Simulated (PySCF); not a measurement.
PySCF 2.14 output of an unrestricted PBE calculation on a single atom or ion in x2c-TZVPPall with one added diffuse shell each of s, p, d type (6s4p3d1f, 40 functions), with scalar relativity by spin-free X2C-1e:

```
SCF conv_tol = 1e-09
number electrons alpha = 3  beta = 2
    J. P. Perdew, K. Burke, and M. Ernzerhof.,  Phys. Rev. Lett. 77, 3865 (1996)
    J. P. Perdew, K. Burke, and M. Ernzerhof.,  Phys. Rev. Lett. 78, 1396 (1997)
    J. P. Perdew, K. Burke, and M. Ernzerhof.,  Phys. Rev. Lett. 77, 3865 (1996)
    J. P. Perdew, K. Burke, and M. Ernzerhof.,  Phys. Rev. Lett. 78, 1396 (1997)
cycle= 1 E= -24.6171629685272  delta_E= -0.0033  |g|= 0.00766  |ddm|= 0.0917
cycle= 2 E= -24.6172105654806  delta_E= -4.76e-05  |g|= 0.0024  |ddm|= 0.012
cycle= 3 E= -24.6172159154817  delta_E= -5.35e-06  |g|= 0.00101  |ddm|= 0.00569
cycle= 4 E= -24.6172168400415  delta_E= -9.25e-07  |g|= 5.05e-05  |ddm|= 0.00155
cycle= 5 E= -24.6172168424955  delta_E= -2.45e-09  |g|= 1.47e-06  |ddm|= 8.12e-05
cycle= 6 E= -24.6172168424994  delta_E= -3.96e-12  |g|= 1.71e-07  |ddm|= 4.17e-06
converged SCF energy = -24.6172168424994  <S^2> = 0.75329951  2S+1 = 2.0032968
```

The run itself started from symmetry-adapted Hartree-Fock orbitals and held the occupation by maximum overlap, on a logarithmic radial grid, so the iterations belong to that start.

Task: Which element, charge and spin multiplicity is this?

Result: B (boron, neutral), multiplicity 2; the state was [He] 2s2 2p1, 2P determinant.
